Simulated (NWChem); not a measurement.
System: C$_{2}$H$_{2}$BrF; SMILES C=C(F)Br

NWChem input:

```
start job
memory heap 200 mb stack 900 mb global 1100 mb
geometry units angstroms noautoz
  C     -1.210565     1.633514     0.000000
  C     -0.077865     0.942427     0.000000
  F      1.111551     1.511021     0.000000
  Br     0.030446    -0.931338     0.000000
  H     -2.174056     1.127657     0.000000
  H     -1.165198     2.724322     0.000000
end
basis spherical
  * library 6-31g*
end
dft
  xc m06-l
  iterations 150
  mulliken
end
task dft energy
```

The geometry was optimised at PBE0/def2-SVP.

Question: Predict the main results of this run. (M06-L/6-31G* (spherical d).) Quantities: energy (Ha); highest occupied level (eV); orbital gap (eV); dipole (D).

Answer: The energy (Ha) is -2750.94 and the highest occupied level (eV) comes out as -6.30. The orbital gap (eV) is 5.76 and the dipole (D) is 1.04.
